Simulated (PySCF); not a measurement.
Field gradients at the hydrogen positions

Species: C₅H₁₁NSi.
Cartesian coordinates in Å at the GFN2-xTB level; atoms count from 1:
```
atom  x, y, z in Å
C1     2.7381   -0.0917    0.5662
C2     1.7444    0.7241    0.2298
N3     0.4648    0.3797   -0.1306
C4     0.0989   -1.0200   -0.2431
C5    -1.2145   -1.0898   -1.0177
C6    -2.1028    0.0617   -0.5493
Si7   -0.8678    1.4744   -0.2666
H8     2.6330   -1.1605    0.6122
H9     3.7053    0.3052    0.8141
H10    1.9007    1.7949    0.2187
H11    0.8884   -1.5659   -0.7678
H12   -0.0155   -1.4609    0.7557
H13   -1.0000   -0.9655   -2.0809
H14   -1.6907   -2.0617   -0.8790
H15   -2.6037   -0.2061    0.3810
H16   -2.8796    0.2796   -1.2781
H17   -0.6911    2.3782   -1.4085
H18   -1.1169    2.2305    0.9655
```

Level: PBE0/pcSseg-1 (PySCF, non-relativistic); Q(2H) = 0.00286 b; rigid geometry, the same for H and D, with no vibrational averaging.

Question: Rank these positions by the coupling χzz of a deuteron there, largest first.
A. H18 (Si–H hydrogen)
B. H8 (vinylic hydrogen)
C. H15 (methylene hydrogen)
D. H16 (methylene hydrogen)
E. H12 (methylene hydrogen)
F. H13 (methylene hydrogen)

Answer: B (233 kHz), D (216 kHz), C (212 kHz), F (204 kHz), E (195 kHz), A (106 kHz).

Q: Give the electric field gradient Vzz (the principal value of largest size), its asymmetry and the 2H coupling at each hydrogen.

A: 
```json
{"atom": "H8", "bonded to": "C1", "bond length (Å)": "1.075", "Vzz (au)": "0.3468", "η": "0.09", "χzz (kHz)": "233"}
{"atom": "H9", "bonded to": "C1", "bond length (Å)": "1.074", "Vzz (au)": "0.3472", "η": "0.09", "χzz (kHz)": "233"}
{"atom": "H10", "bonded to": "C2", "bond length (Å)": "1.082", "Vzz (au)": "0.3204", "η": "0.11", "χzz (kHz)": "215"}
{"atom": "H11", "bonded to": "C4", "bond length (Å)": "1.094", "Vzz (au)": "0.2944", "η": "0.04", "χzz (kHz)": "198"}
{"atom": "H12", "bonded to": "C4", "bond length (Å)": "1.098", "Vzz (au)": "0.2899", "η": "0.03", "χzz (kHz)": "195"}
{"atom": "H13", "bonded to": "C5", "bond length (Å)": "1.092", "Vzz (au)": "0.3031", "η": "0.02", "χzz (kHz)": "204"}
{"atom": "H14", "bonded to": "C5", "bond length (Å)": "1.091", "Vzz (au)": "0.3070", "η": "0.01", "χzz (kHz)": "206"}
{"atom": "H15", "bonded to": "C6", "bond length (Å)": "1.090", "Vzz (au)": "0.3150", "η": "0.03", "χzz (kHz)": "212"}
{"atom": "H16", "bonded to": "C6", "bond length (Å)": "1.087", "Vzz (au)": "0.3215", "η": "0.03", "χzz (kHz)": "216"}
{"atom": "H17", "bonded to": "Si7", "bond length (Å)": "1.467", "Vzz (au)": "0.1583", "η": "0.02", "χzz (kHz)": "106"}
{"atom": "H18", "bonded to": "Si7", "bond length (Å)": "1.467", "Vzz (au)": "0.1580", "η": "0.02", "χzz (kHz)": "106"}
```

Q: Average by the element that carries the hydrogen.

A: on C: 212 kHz over 9 positions, mean bond length 1.087 Å; on Si: 106 kHz over 2 positions, mean bond length 1.467 Å.

Q: How does χzz go with the bond length over the 9 C–H bonds?

A: A straight-line fit has a slope of -16.4 kHz for each 0.01 Å, with a correlation coefficient of -0.98, over lengths from 1.074 to 1.098 Å. The longer bonds have the smaller couplings here.

Q: Give the 2H NMR doublet splittings at H15 for a magnetic field along the z, y and x axes of the gradient: 3χ/2, 3χ(1 + η)/4, 3χ(1 − η)/4.

A: With |χ| = 211.7 kHz and η = 0.031: 318, 164 and 154 kHz, to first order and without motion.

Isolated species at its GFN2-xTB geometry (one conformer only). GFN2-xTB bond lengths can be off by several hundredths of an ångström, more for odd bonds, and the gradients follow them. These gradients aren't converged with respect to the basis.

These values come from a run that also computed NMR shieldings. Hardware: an Intel Xeon at 2.50 GHz with one thread (shared host). Cost: 70 s of wall time, 0.83 GiB resident at most.
